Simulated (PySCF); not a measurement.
A structure optimised at B3LYP-D3(BJ)/def2-TZVP, used in a PySCF frequency run:

```xyz
8

Be    -0.0537    -0.0254     0.0486
C      1.1270     0.4139    -1.0717
H      2.0418    -0.1765    -0.9643
H      1.4155     1.4640    -0.9532
H      0.7845     0.2973    -2.1042
N     -1.1083    -0.4080     1.0535
H     -1.5230    -1.3222     1.1426
H     -1.5077     0.2119     1.7404
```

Task: Write its SMILES and formula.

Result: [CH3][Be][NH2], CH₅BeN

Task: What are its rotational constants (standard atomic weights)?

Result: 112.76, 5.6472, 5.5632 GHz
